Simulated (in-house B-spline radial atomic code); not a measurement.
Sc⁹⁺. Computed with a B-spline radial atomic code. Model: all-electron spherical atom, spin shells full or empty, radial basis limit, no spin-orbit coupling, Breit or QED, empty-state partial waves extrapolated as (l+1/2)^-4, RPA, G0W0 and static COHSEX of the highest shell as one setting changes (uncorrelated shells keep exact exchange).

Given: element Sc; charge 9; filled core Ne; hamiltonian one-electron scalar X2C; mean-field start PBE; highest l of empty states 9; nuclear rms radius 3.5459 fm; highest mean-field shell 3s.

Shell: 3s 1 1 (electrons up and down).

| lowest nl shells left uncorrelated | RPA correlation energy (hartree) | G0W0 level (eV) | G0W0 minus most complete (meV) | COHSEX level (eV) | removal by RPA minus most complete (meV) |
| --- | --- | --- | --- | --- | --- |
| 0 | -0.8146 | -226.18 | 0 | -229.87 | 0 |
| 1 | ? | ? | ? | ? | ? |
| 2 | ? | ? | ? | ? | ? |
| 3 | -0.14287 | -225.78 | 403.9 | -229.29 | -459 |

Question: What follows for lowest nl shells left uncorrelated = 2?

Answer: RPA correlation energy -0.52919 hartree; G0W0 level -226.22 eV; G0W0 minus most complete -42.1 meV; COHSEX level -229.95 eV; removal by RPA minus most complete 32.4 meV.

Question: What follows for lowest nl shells left uncorrelated = 1?

Answer: RPA correlation energy -0.67718 hartree; G0W0 level -226.17 eV; G0W0 minus most complete 5.7 meV; COHSEX level -229.86 eV; removal by RPA minus most complete -2.4 meV.
